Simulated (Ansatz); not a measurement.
Cu(AsH3)(N(SiH3)2) (CuSi₂AsNH₉). Total charge 0; singlet. Geometry r2SCAN-D4/def2-SVP.

```xyz
14

Cu    0.466   -0.480   -0.624
As    1.574   -1.672   -2.156
H     1.751   -3.158   -1.955
H     3.014   -1.357   -2.494
H     1.059   -1.730   -3.575
N    -0.456    0.490    0.630
Si   -1.204    1.940    0.074
Si   -0.472   -0.149    2.231
H    -2.696    1.956    0.265
H    -0.954    2.108   -1.399
H    -0.684    3.181    0.744
H     0.156    0.763    3.249
H     0.300   -1.437    2.270
H    -1.853   -0.456    2.740
```

(1) Estimate the orbital energies around the gap (eV) in Ansatz with HF/STO-3G, PBE-D4/def2-TZVPD, B97M-V/def2-TZVP, PBE0-D4/def2-SVP, PBE0-D4/def2-TZVPD.

Answers

(1) 
```json
{"orbital": "HOMO−13", "HF/STO-3G": "-13.70", "PBE-D4/def2-TZVPD": "-10.63", "B97M-V/def2-TZVP": "-11.10", "PBE0-D4/def2-SVP": "-12.04", "PBE0-D4/def2-TZVPD": "-12.07"}
{"orbital": "HOMO−12", "HF/STO-3G": "-13.27", "PBE-D4/def2-TZVPD": "-9.94", "B97M-V/def2-TZVP": "-10.31", "PBE0-D4/def2-SVP": "-11.19", "PBE0-D4/def2-TZVPD": "-11.31"}
{"orbital": "HOMO−11", "HF/STO-3G": "-12.14", "PBE-D4/def2-TZVPD": "-8.83", "B97M-V/def2-TZVP": "-9.21", "PBE0-D4/def2-SVP": "-10.11", "PBE0-D4/def2-TZVPD": "-10.22"}
{"orbital": "HOMO−10", "HF/STO-3G": "-11.62", "PBE-D4/def2-TZVPD": "-8.67", "B97M-V/def2-TZVP": "-9.01", "PBE0-D4/def2-SVP": "-9.86", "PBE0-D4/def2-TZVPD": "-9.93"}
{"orbital": "HOMO−9", "HF/STO-3G": "-11.60", "PBE-D4/def2-TZVPD": "-8.36", "B97M-V/def2-TZVP": "-8.70", "PBE0-D4/def2-SVP": "-9.66", "PBE0-D4/def2-TZVPD": "-9.78"}
{"orbital": "HOMO−8", "HF/STO-3G": "-10.58", "PBE-D4/def2-TZVPD": "-7.44", "B97M-V/def2-TZVP": "-7.81", "PBE0-D4/def2-SVP": "-8.62", "PBE0-D4/def2-TZVPD": "-8.70"}
{"orbital": "HOMO−7", "HF/STO-3G": "-10.11", "PBE-D4/def2-TZVPD": "-7.44", "B97M-V/def2-TZVP": "-7.77", "PBE0-D4/def2-SVP": "-8.60", "PBE0-D4/def2-TZVPD": "-8.69"}
{"orbital": "HOMO−6", "HF/STO-3G": "-9.43", "PBE-D4/def2-TZVPD": "-7.29", "B97M-V/def2-TZVP": "-7.58", "PBE0-D4/def2-SVP": "-8.50", "PBE0-D4/def2-TZVPD": "-8.67"}
{"orbital": "HOMO−5", "HF/STO-3G": "-9.15", "PBE-D4/def2-TZVPD": "-6.96", "B97M-V/def2-TZVP": "-7.27", "PBE0-D4/def2-SVP": "-8.46", "PBE0-D4/def2-TZVPD": "-8.67"}
{"orbital": "HOMO−4", "HF/STO-3G": "-9.09", "PBE-D4/def2-TZVPD": "-6.52", "B97M-V/def2-TZVP": "-6.82", "PBE0-D4/def2-SVP": "-8.16", "PBE0-D4/def2-TZVPD": "-8.46"}
{"orbital": "HOMO−3", "HF/STO-3G": "-6.78", "PBE-D4/def2-TZVPD": "-6.44", "B97M-V/def2-TZVP": "-6.74", "PBE0-D4/def2-SVP": "-8.14", "PBE0-D4/def2-TZVPD": "-8.42"}
{"orbital": "HOMO−2", "HF/STO-3G": "-6.36", "PBE-D4/def2-TZVPD": "-6.42", "B97M-V/def2-TZVP": "-6.73", "PBE0-D4/def2-SVP": "-8.05", "PBE0-D4/def2-TZVPD": "-8.25"}
{"orbital": "HOMO−1", "HF/STO-3G": "-5.75", "PBE-D4/def2-TZVPD": "-5.71", "B97M-V/def2-TZVP": "-5.90", "PBE0-D4/def2-SVP": "-6.75", "PBE0-D4/def2-TZVPD": "-6.94"}
{"orbital": "HOMO", "HF/STO-3G": "-2.32", "PBE-D4/def2-TZVPD": "-5.09", "B97M-V/def2-TZVP": "-5.36", "PBE0-D4/def2-SVP": "-6.00", "PBE0-D4/def2-TZVPD": "-6.22"}
{"orbital": "LUMO", "HF/STO-3G": "4.67", "PBE-D4/def2-TZVPD": "-1.87", "B97M-V/def2-TZVP": "-1.72", "PBE0-D4/def2-SVP": "-0.74", "PBE0-D4/def2-TZVPD": "-1.10"}
{"orbital": "LUMO+1", "HF/STO-3G": "5.00", "PBE-D4/def2-TZVPD": "-1.82", "B97M-V/def2-TZVP": "-1.62", "PBE0-D4/def2-SVP": "-0.68", "PBE0-D4/def2-TZVPD": "-1.06"}
{"orbital": "LUMO+2", "HF/STO-3G": "10.97", "PBE-D4/def2-TZVPD": "-1.77", "B97M-V/def2-TZVP": "-1.56", "PBE0-D4/def2-SVP": "-0.61", "PBE0-D4/def2-TZVPD": "-1.02"}
{"orbital": "LUMO+3", "HF/STO-3G": "11.01", "PBE-D4/def2-TZVPD": "-0.46", "B97M-V/def2-TZVP": "-0.10", "PBE0-D4/def2-SVP": "1.15", "PBE0-D4/def2-TZVPD": "0.40"}
{"orbital": "LUMO+4", "HF/STO-3G": "12.40", "PBE-D4/def2-TZVPD": "0.00", "B97M-V/def2-TZVP": "0.79", "PBE0-D4/def2-SVP": "2.13", "PBE0-D4/def2-TZVPD": "0.62"}
{"orbital": "LUMO+5", "HF/STO-3G": "13.74", "PBE-D4/def2-TZVPD": "0.01", "B97M-V/def2-TZVP": "0.81", "PBE0-D4/def2-SVP": "2.36", "PBE0-D4/def2-TZVPD": "0.65"}
```
